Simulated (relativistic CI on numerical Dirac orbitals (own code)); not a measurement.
Crystal-field levels of Eu³⁺, 4f6

Calculated by Dirac-Coulomb-Breit CI, KLI orbitals optimised for each configuration, model QED (radiative potential, 1s self-energy scaled to tabulated hydrogen-like ionisation energies), one configuration in a parametric crystal field, unscaled Slater integrals (own radial code). With so little scaling, terms lie 10 to 35 % too far apart, which can change the order of excited levels.

Field parameters in Wybourne normalisation; cubic f-shell fields have B⁴₄ = √(5/14) B⁴₀ and B⁶₄ = −√(7/2) B⁶₀. The field is a parameter set, without covalency.

S and J are read from ⟨S²⟩ = S(S + 1) and ⟨J²⟩ = J(J + 1) of each level; they are not fictitious spins.

C2v, B20 = -260, B22 = -70, B40 = 120, B42 = 340, B44 = 310, B60 = -580, B62 = 50, B64 = 260, B66 = 410 cm⁻¹, the lowest 10 levels:

```tsv
E (cm⁻¹)	Degeneracy	S	J
0.0	1	2.96	0.07
301	1	2.96	1.03
361	1	2.96	1.03
399	1	2.96	1.02
939	1	2.97	2.02
946	1	2.97	2.01
982	1	2.97	2.02
1027	1	2.97	2.01
1052	1	2.97	2.02
1803	1	2.98	3.01
```

Oh, B40 = 2910, B60 = 250 cm⁻¹, the lowest 16 levels:

```tsv
E (cm⁻¹)	Degeneracy	Irrep	S	J
0.0	1	A1	2.96	0.44
331	3	T1	2.96	1.23
758	2	E	2.97	2.08
1039	3	T2	2.98	2.28
1718	1	A2	2.98	3.08
1910	3	T2	2.98	3.06
1952	3	T1	2.98	3.12
2605	3	T2	2.99	3.93
2962	2	E	2.99	4.10
3087	3	T1	2.98	4.02
3170	1	A1	2.98	4.03
3814	3	T1	2.98	4.93
3846	2	E	2.98	4.97
3856	3	T2	2.98	5.12
4214	3	T1	2.98	5.02
4884	2	E	2.98	5.92
```

The next free-ion level lies 353 cm⁻¹ above the lowest; the ground level cannot split, and the field only mixes in higher J.

Levels of this model without a field, named by their leading LS term: 7F_0 0, 7F_1 353, 7F_2 988, 7F_3 1828, 7F_4 2806, 7F_5 3875, 7F_6 4999, 5D_0 19668 cm⁻¹.
